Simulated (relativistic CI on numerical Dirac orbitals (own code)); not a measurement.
# Crystal-field levels of Fe3+, 3d5

Calculated by Dirac-Coulomb-Breit CI, orbitals from a KLI potential per configuration, a model potential for QED, one configuration in a parametric crystal field, unscaled Slater integrals (own radial code). With so little scaling, terms lie 10 to 35 % too far apart, which can change the order of excited levels.

Field parameters in Wybourne normalisation: Oh B⁴₀ = 21Dq, B⁴₄ = √(5/14) B⁴₀. The field is a parameter set, without covalency.

S is read from ⟨S²⟩ = S(S + 1).

Site symmetry Oh; labels are those of the double group. Computed levels in cm⁻¹ above the lowest, in rising order:

| Δ (size of 10Dq) | Lowest | No. 2 | No. 3 | No. 4 | No. 5 | No. 6 | No. 7 | No. 8 |
| --- | --- | --- | --- | --- | --- | --- | --- | --- |
| 4100 | Γ7+Γ8 | 34850 Γ7 | 34864 Γ8 | 34914 Γ8 | 34962 Γ6 | 36430 Γ7 | 36463 Γ8 | 36493 Γ6 |
| 7400 | Γ7+Γ8 | 32118 Γ7 | 32139 Γ8 | 32214 Γ8 | 32273 Γ6 | 35660 Γ7 | 35716 Γ8 | 35803 Γ6 |
| 10700 | Γ7 | 0 Γ8 | 29128 Γ7 | 29158 Γ8 | 29251 Γ8 | 29317 Γ6 | 34387 Γ7 | 34444 Γ8 |
| 14050 | Γ7 | 0 Γ8 | 25975 Γ7 | 26022 Γ8 | 26131 Γ8 | 26205 Γ6 | 32443 Γ7 | 32531 Γ8 |
| 17300 | Γ7 | 0 Γ8 | 22825 Γ7 | 22914 Γ8 | 23047 Γ8 | 23128 Γ6 | 26868 Γ7 | 27559 Γ8 |
| 20600 | Γ7 | 0 Γ8 | 19334 Γ7 | 19654 Γ8 | 19875 Γ8 | 19967 Γ6 | 21004 Γ7 | 21493 Γ8 |
| 23950 | Γ7 | 0 Γ8 | 13975 Γ7 | 14853 Γ8 | 16614 Γ8 | 16733 Γ6 | 16740 Γ8 | 16776 Γ7 |
| 27250 | Γ7 | 0 Γ8 | 7793 Γ7 | 8652 Γ8 | 13382 Γ8 | 13456 Γ7 | 13468 Γ8 | 13531 Γ6 |
| 30500 | Γ7 | 1 Γ8 | 1596 Γ7 | 2441 Γ8 | 10210 Γ8 | 10260 Γ7 | 10294 Γ8 | 10368 Γ6 |
| 33800 | Γ7 | 838 Γ8 | 4743 Γ8 | 4743 Γ7 | 11743 Γ8 | 11782 Γ7 | 11816 Γ8 | 11895 Γ6 |
| 37100 | Γ7 | 831 Γ8 | 11076 Γ8 | 11077 Γ7 | 14926 Γ8 | 14957 Γ8 | 14960 Γ7 | 15038 Γ6 |
| 40400 | Γ7 | 826 Γ8 | 17113 Γ8 | 17123 Γ7 | 18111 Γ8 | 18198 Γ6 | 18455 Γ8 | 18472 Γ7 |

Ground-state S against |10Dq| in cm⁻¹: 4100: 2.50, 7400: 2.50, 10700: 2.50, 14050: 2.50, 17300: 2.50, 20600: 2.50, 23950: 2.50, 27250: 2.50, 30500: 2.49, 33800: 0.51, 37100: 0.50, 40400: 0.50.

The spin changes between |10Dq| = 30500 and 33800 cm⁻¹.
